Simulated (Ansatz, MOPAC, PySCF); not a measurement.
Dimer: NH3 (SMILES N) (first 4 atoms) with C2H6O (SMILES COC); geometry from B3LYP-D3(BJ)/def2-TZVP, rigid monomers moved along the line of their centres of mass till H4···O6 is 3.07 Å.
(charge 0, multiplicity 1):
```xyz
13

N      0.498    -0.020     0.167
H     -0.037     0.569    -0.460
H      0.691    -0.883    -0.329
H     -0.099    -0.248     0.958
C     -0.470     1.181     4.180
O     -0.595    -0.215     3.987
C      0.571    -0.914     4.377
H      0.350     1.590     3.579
H     -0.292     1.418     5.236
H     -1.408     1.637     3.867
H      1.438    -0.598     3.785
H      0.386    -1.974     4.208
H      0.789    -0.755     5.441
```

Counterpoise-corrected where a basis set is named; no monomer relaxation. Rows marked so take none.

Correlated levels freeze the cores. Rows in 3-21G, 6-31G* carry no dispersion term and start afresh at each structure (6-31G* with six Cartesian d functions). The state that AM1 reach isn't checked.

Programs: Ansatz (Gaussian orbitals); MOPAC for AM1 (differences of heats of formation); PySCF for 3-21G rows, 6-31G* rows, the dispersion terms. Each number belongs to the level named beside it.

```json
[
 {"level": "AM1", "interaction energy (kJ/mol)": "-2.6"},
 {"level": "HF/6-31G*", "interaction energy (kJ/mol)": "-4.8"},
 {"level": "HF/6-31G* (no counterpoise)", "interaction energy (kJ/mol)": "-7.0"},
 {"level": "BP86/6-31G* (no counterpoise)", "interaction energy (kJ/mol)": "-5.7"},
 {"level": "B3LYP/3-21G (no counterpoise)", "interaction energy (kJ/mol)": "___"},
 {"level": "B3LYP-D4/def2-TZVPPD", "interaction energy (kJ/mol)": "-6.7"},
 {"level": "MP2/aug-cc-pVDZ", "interaction energy (kJ/mol)": "-6.8"},
 {"level": "SCS-MP2/aug-cc-pVDZ", "interaction energy (kJ/mol)": "___"},
 {"level": "CCSD(T)/aug-cc-pVDZ", "interaction energy (kJ/mol)": "-6.8"}
]
```

Task: What belongs in the gaps?

Result: 
- B3LYP/3-21G (no counterpoise), interaction energy (kJ/mol): -8.3
- SCS-MP2/aug-cc-pVDZ, interaction energy (kJ/mol): -6.2

Ansatz is a quantum-chemistry and plane-wave program.
